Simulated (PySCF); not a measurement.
**Working out the ionisation energy of V(2+)**

V(2+) [Ar] 3d3 (4F) → V(3+) [Ar] 3d2 (3F). Calculation: PySCF 2.14, in aug-cc-pVDZ (7s6p4d2f, 59 functions); the non-relativistic Hamiltonian (point nucleus). Frozen: [Ar]. Energies in hartree (1 hartree = 27.21139 eV):

| part | V(2+) (lower) | V(3+) (upper) |
| --- | --- | --- |
| UHF | -942.183686 | -941.130346 |
| MP2 opposite-spin | 0.000000 | 0.000000 |
| MP2 same-spin | -0.012772 | -0.002265 |

Task: What does Hartree-Fock give?

Result: (-941.130346) − (-942.183686) = 1.053340 hartree = 28.663 eV.

Task: What do MP2 and SCS-MP2 (6/5 opposite-spin, 1/3 same-spin) give?

Result: The opposite-spin parts differ by 0.000 eV and the same-spin parts by 0.286 eV. MP2: 28.663 + (0.000) + (0.286) = 28.949 eV. SCS-MP2: 28.663 + 1.2 × (0.000) + (0.286)/3 = 28.758 eV.

Reference: 29.311 eV (measured; NIST Atomic Spectra Database, ionization energies), between the lowest levels; spin-orbit coupling is absent from the calculation.

The calculation is non-relativistic.

A double-zeta basis recovers only part of the correlation energy.

What remains against the reference includes basis incompleteness, the frozen core and correlation beyond second order.
